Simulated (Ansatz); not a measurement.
`CC(=N)[SiH3]` + H₂ → `N=C[SiH3]` + CH₄ at 298.15 K and 1 bar (hydrogenolysis of a C–C bond).

Computed with Ansatz on PBE0-D4/def2-TZVP structures; ΔE is electronic, products minus reactants. CCSD(T)/CBS is the MP2 limit (def2-TZVPP, def2-QZVPP) plus CCSD(T) − MP2 in def2-TZVPP, frozen cores. This one scheme is used for every species. Each species was taken in one conformer, which may not be the lowest.

```tsv
species	CCSD(T)/CBS energy (Eh)	H − E (kJ/mol)	S (J/(mol·K))
`CC(=N)[SiH3]`	-424.06845	238.3	319.7
H₂	-1.17544	35.1	130.4
`N=C[SiH3]`	-384.79808	160.3	287.4
CH₄	-40.46206	127.4	186.2
```

H − E and S are ideal-gas, rigid-rotor, harmonic terms from PBE0-D4/def2-TZVP, for one conformer and one mirror image of each species. The MP2-based limit puts H₂ 0.8 mEh under its directly extrapolated value; such offsets cancel only in part. 1 Eh = 2625.50 kJ/mol, R = 8.31446 J/(mol·K).

**Question.** By hand: ΔE, ΔH, ΔS and ΔG.

**Answer.** ΔE = (-384.79808) + (-40.46206) − (-424.06845) − (-1.17544) = -0.01625 Eh = -42.7 kJ/mol. Δ(H − E) = 160.3 + 127.4 − 238.3 − 35.1 = 14.3, so ΔH = -28.4 kJ/mol. ΔS = 287.4 + 186.2 − 319.7 − 130.4 = 23.5 J/(mol·K). ΔG = -28.4 − 298.15 × (23.5)/1000 = -35.4 kJ/mol.

**Question.** By hand: the equilibrium constant, and the temperature at which ΔG would vanish if ΔH and ΔS stayed fixed.

**Answer.** log₁₀ K = −ΔG/(RT ln 10) = 6.2. ΔH and −TΔS have one sign here, so there is no such temperature.

ΔH outweighs TΔS. A doubt of 5 kJ/mol in ΔE shifts log₁₀ K by 0.9 here. Other conformers and mirror images would add mixing entropy, several J/(mol·K) or more a flexible species. These are equilibria of isolated gas molecules and say nothing of rates. Largest T1 diagnostic: 0.012 (customary marks: 0.02 for closed shells, 0.045 for open ones).
